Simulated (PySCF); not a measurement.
SbCl3, SMILES [Cl][Sb]([Cl])[Cl]. Heavy atoms are numbered as in [Sb:1]([Cl:2])([Cl:3])[Cl:4].

The structure is a stationary point at r2SCAN-D4/def2-SVP. The isomer is the one that the SMILES or the coordinates give; other isomers of the formula were not compared. The def2 effective core potentials stand for the cores of Sb; spin–orbit coupling is left out.

Calculation: PySCF with r2SCAN/def2-TZVPD.

Mulliken values depend strongly on the basis, most of all with diffuse functions as here. ESP charges are fitted to the potential on shells at 1.4 to 2.0 van der Waals radii. Atomic charges (e), one atom of each kind:

```
atom  Mulliken  ESP fit
----  --------  -------
Sb1       1.07      [?]
Cl2      -0.36      [?]
```

Fill in the missing entries. (The exact figures need the calculation; the answer reports its results.)


- Sb1, ESP fit: 0.50
- Cl2, ESP fit: -0.17
